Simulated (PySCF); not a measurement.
3-methylthiophene (C5H6S), SMILES Cc1ccsc1.

Coordinates come from a PBE0-D3(BJ)/def2-SVP optimisation.

Vertical ionisation energy (IE) and electron affinity (EA) in eV. Rows of orbital energies are one-electron estimates. Where ΔSCF, EOM or ADC give a negative EA the extra electron is unbound and the value depends on the basis.

| level | IE | EA |
|---|---|---|
| −ε(HOMO), −ε(LUMO), ωB97X/def2-TZVP (PySCF) | 8.88 | -1.79 |
| −ε(HOMO), −ε(LUMO), PBE/def2-TZVP (PySCF) | 5.63 | 1.14 |
